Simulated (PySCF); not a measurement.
Job for PySCF: R-BP86/6-31G* on AlFH4Si (SMILES [F][AlH][SiH3]), a point of a torsion scan.

```python
from pyscf import gto, scf, dft, mp
from pyscf.data.elements import chemcore

mol = gto.M(
    atom='''
    F     2.33637970   -1.27835965   -0.06514270
    Al    1.36655582    0.05871124    0.01577473
    Si   -1.04604801   -0.00487481    0.00044646
    H     2.27328181    1.31509868    0.09634655
    H    -1.68268568    0.12673357    1.32791680
    H    -1.56334806   -1.28384116   -0.53856453
    H    -1.68365062    1.04435990   -0.81968512
    ''',
    basis='6-31g*',
    cart=True,
    charge=0, spin=0, verbose=3, max_memory=1800)
mf = dft.RKS(mol, xc='b88,p86')
mf.conv_tol = 1e-8
mf.max_cycle = 100
mf.kernel()
if not mf.converged:
    mf = mf.newton().run(mf.mo_coeff, mf.mo_occ)
```

It printed:

```
converged SCF energy = -634.22728198142
```

Self-consistency was reached.

Cost: about 8 core-seconds (a rough figure).
